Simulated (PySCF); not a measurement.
ClH2MgN, SMILES [Mg]([Cl])[NH2].

Geometry optimised at r2SCAN-D4/def2-TZVP. One conformer was computed; it need not be the lowest.

These are PBE/def2-TZVPD run with PySCF values and carry that method's errors.

Symmetry labels are those of the subgroup C2v that the program uses (full group C2v).

Computed valence orbital energies around the gap with their symmetry:
```tsv
orbital	symmetry	energy (eV)
HOMO−7	A1	-19.70
HOMO−6	A1	-19.10
HOMO−5	B2	-10.96
HOMO−4	A1	-8.86
HOMO−3	A1	-8.09
HOMO−2	B2	-7.29
HOMO−1	B1	-7.28
HOMO	B1	-5.37
LUMO	A1	-2.02
LUMO+1	B2	-0.68
LUMO+2	B1	-0.33
LUMO+3	A1	0.01
```
